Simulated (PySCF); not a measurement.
C3H8NOSi (doublet state).
Atom-mapped SMILES: `[CH3:1][CH2:2][C:3](=[O:4])[SiH2:5][NH:6]` (hydrogens: H7, H8, H9 on C1; H10, H11 on C2; H12, H13 on Si5; H14 on N6)

Cartesian coordinates in Å at the GFN2-xTB level; atoms count from 1:
```xyz
14
C3H8NOSi angstrom
C      2.136   -0.505   -0.203
C      0.620   -0.542   -0.363
C     -0.033    0.743   -0.008
O      0.469    1.760    0.348
Si    -2.034    0.646   -0.054
N     -2.133   -0.408    1.205
H      2.402   -0.273    0.825
H      2.561   -1.471   -0.467
H      2.572    0.257   -0.847
H      0.337   -0.782   -1.390
H      0.164   -1.301    0.275
H     -2.421    2.052   -0.149
H     -2.240   -0.031   -1.336
H     -2.402   -0.146    2.141
```

The hyperfine couplings belong to this conformer and change with its torsions.

Theory: UKS B3LYP, pcH-1 on C H N O Si, non-relativistic, mean-field spin-orbit, GIAO (PySCF). The structure is a single GFN2-xTB conformer in the gas phase; no vibrational or solvent corrections. A GFN2-xTB geometry isn't a minimum of the functional, and hyperfine couplings can be far from their values at a DFT geometry. Stability of the SCF solution: not tested.

Task: Predict the first-order ENDOR lines of N6, H12/H13, H14, H10/H11 and H7/H8/H9 under fast tumbling at B = 339.5 mT (X band).

Result: For S = 1/2 in fast tumbling each set of equivalent nuclei gives two lines, ν± = |νn ± a/2| to first order, with νn = g_N μN B/h and μN/h = 7.62259 MHz/T.

```tsv
nuclei	isotope	g_N	νn (MHz)	a_iso (MHz)	lower line (MHz)	upper line (MHz)
N6	14N	0.4038	1.04	19.98	8.94	11.03
H12/H13	1H	5.5857	14.46	46.79	8.94	37.85
H14	1H	5.5857	14.46	-40.16	5.63	34.54
H10/H11	1H	5.5857	14.46	-3.94	12.49	16.42
H7/H8/H9	1H	5.5857	14.46	1.87	13.52	15.39
```

Task: Which pairs are centred on the nuclear Larmor frequency, and which on half the coupling?

Result: Centred on νn, since |a| < 2νn: H10/H11 and H7/H8/H9. Centred on |a|/2 and split by 2νn: N6, H12/H13 and H14.

Means are taken over nuclei equivalent by connectivity, which assumes that they swap fast. The three 1H nuclei of mean +1.9 MHz run from -0.5 to 6.1 MHz in the frozen geometry. The 1H value of +46.8 MHz is a mean of couplings from 2.2 to 91.4 MHz in this one geometry, not an average over conformers.

The Mulliken spin populations are largest on N6 (+0.68), O4 (+0.16), C3 (+0.15) and Si5 (-0.06).

Time: 51 s (grids of density and orbitals included); peak memory 0.85 GiB. Hardware: Arm Neoverse V1, one thread, shared host with 64 logical CPUs at a one-minute load of 14.
